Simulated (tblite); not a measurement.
A tight-binding relaxation on `COC[C@H]([O])C1=CC1` [radical].

Computed with GFN2-xTB geometry optimisation, gas phase (tblite 0.8.0). Start geometry: from a force field or distance geometry. The input is one job of a driver script: a line of settings, then coordinates in Å.

Command:
```bash
OMP_NUM_THREADS=1 python probes_run.py task.json out
```

Input:
```
{"job": {"kind": "relax", "xc": "GFN2-xTB", "basis": "xTB"}, "charge": 0, "multiplicity": 2}
C      2.819200     0.293500    -0.370200
O      1.786000     0.628200    -1.227800
C      0.543800     0.190100    -0.899500
C     -0.022900     0.674600     0.384200
O      0.668000     0.323900     1.533300
C     -1.426500     0.119000     0.529700
C     -2.270300    -0.633300     1.240000
C     -2.806400     0.018000     0.027600
H      3.785500     0.712700    -0.780300
H      2.963400    -0.786100    -0.193500
H      2.717100     0.847100     0.611600
H     -0.164600     0.590600    -1.698200
H      0.452500    -0.918600    -0.986800
H     -0.110100     1.789900     0.382400
H     -2.488100    -1.277700     2.104800
H     -3.429500     0.899900     0.204900
H     -3.024100    -0.600400    -0.872100
```

Output:
```
step      E/eV     max force
  0    -689.87230    4.377
  1    -690.33384    1.377
  2    -690.40952    0.678
  3    -690.45119    0.579
  4    -690.46948    0.884
  5    -690.48733    0.573
  6    -690.50598    0.377
  7    -690.52040    0.344
  8    -690.52892    0.232
  9    -690.53713    0.248
... (48 lines left out)
 58    -690.65227    0.018
 59    -690.65232    0.018
 60    -690.65236    0.015
 61    -690.65240    0.015
 62    -690.65244    0.016
 63    -690.65248    0.016
 64    -690.65252    0.015
 65    -690.65255    0.012
 66    -690.65256    0.011
 67    -690.65258    0.010
```

«max force» is the largest atomic force in eV/Å.

Q: From which step on does the largest force stay under 0.1 eV/Å, and how much energy is left to gain from there?

A: From step 33 (0.072 eV/Å), 4.8 meV above the end.

Summary of the converged run: energy lowered by 18.0 kcal/mol over 67 steps; largest atomic force 0.010 eV/Å at the end.

Q: Where do the atoms end?

A: 0.215 Å rms from the input after alignment:
```
atom  x, y, z in Å
C1     2.7657    0.2677   -0.3813
O2     1.7290    0.7075   -1.2142
C3     0.5098    0.1527   -0.9130
C4    -0.0315    0.7695    0.4842
O5     0.8236    0.5118    1.4458
C6    -1.3602    0.1285    0.6276
C7    -2.2063   -0.6332    1.2573
C8    -2.7315    0.0549    0.0249
H9     3.6370    0.8865   -0.5797
H10    2.9912   -0.7924   -0.5403
H11    2.4175    0.3888    0.6717
H12   -0.1950    0.4199   -1.7004
H13    0.5660   -0.9331   -0.7697
H14   -0.1679    1.8551    0.2784
H15   -2.4564   -1.2881    2.0535
H16   -3.3967    0.9059    0.1182
H17   -2.9017   -0.5304   -0.8729
```

Time: 0.4 s wall. Hardware: Arm Neoverse V1, one thread (shared host).
Labels such as C1 count atoms from 1, the log's own numbers from 0.
